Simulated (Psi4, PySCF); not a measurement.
Here is a job for Psi4.
```
memory 2 GB

molecule {
0 2
C    -0.02614715   -0.68564880   -0.01471818
C     0.00914777    0.78429993    0.01653914
H     0.98817534   -1.11000404   -0.01568722
H    -0.53087951   -1.08690884    0.86435588
H    -0.52155198   -1.05009079   -0.91400379
H     0.10921562    1.30609826    0.94783358
H     0.05703688    1.34899869   -0.89342413
}

set {
  basis cc-pvdz
  reference uhf
  freeze_core true
  mp2_type conv
  scf_type pk
  puream true
  d_convergence 1e-8
}

energy('ccsd(t)')
print_variables()
```

Q: Convert this to an input for PySCF.

A: Several could match; the one computed here: 
```python
from pyscf import gto, scf, cc

mol = gto.Mole()
mol.atom = '''
    C    -0.02614715   -0.68564880   -0.01471818
    C     0.00914777    0.78429993    0.01653914
    H     0.98817534   -1.11000404   -0.01568722
    H    -0.53087951   -1.08690884    0.86435588
    H    -0.52155198   -1.05009079   -0.91400379
    H     0.10921562    1.30609826    0.94783358
    H     0.05703688    1.34899869   -0.89342413
'''
mol.basis = 'cc-pvdz'
mol.spin = 1
mol.verbose = 4
mol.build()

mf = scf.UHF(mol)
mf.kernel()

mycc = cc.CCSD(mf, frozen=2)
mycc.kernel()
et = mycc.ccsd_t()
print('E(CCSD(T)) = %.10f' % (mycc.e_tot + et))
```

Both were run: Psi4 gave -78.914479 Eh and PySCF -78.914479 Eh, 0.000 mEh apart.
